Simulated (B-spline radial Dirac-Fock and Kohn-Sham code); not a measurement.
**What relativity does to the binding energies of Ge⁴⁺**

System: Ge⁴⁺, configuration [Ar] 3d10.

Both columns are ΔSCF binding energies of the configuration average from a radial finite-basis atomic code: non-relativistic Hartree-Fock with a point nucleus, and Dirac-Fock with a finite nucleus and the Coulomb interaction alone, averaged over the two j levels with weights 2j+1.

```tsv
shell	Hartree-Fock (eV)	Dirac-Fock (eV)	shift (eV)	shift (%)
1s	11030.9	11188.5	+157.67	+1.43
2s	1445.8	1481.2	+35.37	+2.45
2p	1283.1	1291.4	+8.30	+0.65
3s	239.5	245.5	+6.03	+2.52
3p	184.7	186.3	+1.58	+0.86
3d	89.00	88.37	-0.63	-0.71
```

Relativity binds 1s, 2s, 2p, 3s, 3p more strongly, among those listed most of all 3s in relative terms, and 3d more weakly, because the contracted s and p shells screen the nucleus better.

Values without a named source are computed, but for edge energies of neutral atoms, which are taken from tables.
